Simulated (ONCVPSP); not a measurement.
# What one change does to a pseudopotential (Cu, ONCV)

Cu, optimised norm-conserving Vanderbilt (ONCV), made with ONCVPSP 4.0.1 (LDA (Perdew-Zunger), scalar-relativistic). Core [Ne], reference 3s2 3p6 3d10 4s1. Waves: 3s+4s: rc 1.35 bohr, ncon 4, nbas 7, qcut 9.1 1/bohr, 2 projectors; 3p: rc 0.80 bohr, ncon 3, nbas 6, qcut 8.2 1/bohr, 2 projectors, debl 1.8 Ha; 3d: rc 1.55 bohr, ncon 4, nbas 8, qcut 8.1 1/bohr, 2 projectors, debl 2.8 Ha. Local part: polynomial inside 0.60 bohr (lpopt 5, dvloc0 6 Ha). Core correction: Teter function fitted to the true core (icmod 2), fcfact 0.35.

In the p channel the program set the typed energies aside and used -2.647, 0.250 Ha.

Change: d: qcut 11.1.

Cutoffs: the cutoffs (Ha) at which the residual kinetic energy of the hardest occupied pseudo-wave falls to 1 and 0.1 mHa per electron; they do not see the model core or the augmentation charge, which bear on the density cutoff. Errors are all-electron minus pseudo energies relative to the spin-unpolarised reference configuration.

How do hardness, ghosts and transferability respond?

The potential gets neither clearly harder nor softer (67 Ha and 140 Ha → 67 Ha and 140 Ha); of the 3 tests that both files solve, the error grows in 0 and shrinks in 3 by more than 15 % and 0.3 meV (median size 10.2 → 6.3 meV); neither file shows a bound ghost.

```csv
quantity,base,changed
"cutoff, loose",67 Ha,67 Ha
"cutoff, tight",140 Ha,140 Ha
loose cutoff by channel,"s 16 Ha, p 67 Ha, d 41 Ha","s 16 Ha, p 67 Ha, d 46 Ha"
bound ghosts,none,none
GHOST(+) flags under 300 eV,none,none
tests with a reliable result,3 of 4,3 of 4
"error for 3s2 3p6 3d10 4s0, meV [ΔE 8.44 eV]",+10,+6.3
"error for 3s2 3p6 3d9 4s0, meV [ΔE 30.12 eV]",+17,+6.6
"error for 3s2 3p6 3d10 4s0 4p1, meV [ΔE 4.26 eV]",+3.3,+2.1
s: phases at 1.37 bohr within 0.05 rad from the reference energy up to (Ha; the scan ends near 5),to the end of the scan,to the end of the scan
p: phases at 0.81 bohr within 0.05 rad from the reference energy up to (Ha; the scan ends near 5),to the end of the scan,to the end of the scan
d: phases at 1.57 bohr within 0.05 rad from the reference energy up to (Ha; the scan ends near 5),to the end of the scan,to the end of the scan
"rms error of d²Exc/dni dnj with the model core, mHa",1.73,0.95
```
